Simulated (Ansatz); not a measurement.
TeCl3, SMILES Cl[Te+](Cl)Cl, charge +1.

Geometry optimised at B3LYP-D3(BJ)/def2-SVP. The spin state was assumed, not searched. The isomer is the one that the SMILES or the coordinates give; other isomers of the formula were not compared. The def2 effective core potentials stand for the cores of Te; spin–orbit coupling is left out.

Two levels are set side by side: PBE/def2-SVPD (Ansatz, an electronic-structure program) and CAM-B3LYP/def2-SVPD (Ansatz). Energy differences of separate SCF runs at the same geometry; the states with an electron removed or added have multiplicity 2 and 2. Differences are taken from unrounded values.

```csv
quantity,CAM-B3LYP
vertical ionisation energy (eV),17.13
vertical electron affinity (eV),7.02
vertical singlet–triplet gap (eV),4.11
```

Task: What does PBE give, and how far is it from CAM-B3LYP? (The exact figures need the calculation; the answer reports its results.)

Result: 
| quantity | PBE | PBE minus CAM-B3LYP |
|---|---|---|
| vertical ionisation energy (eV) | 16.51 | -0.62 |
| vertical electron affinity (eV) | 6.86 | -0.16 |
| vertical singlet–triplet gap (eV) | 3.95 | -0.16 |
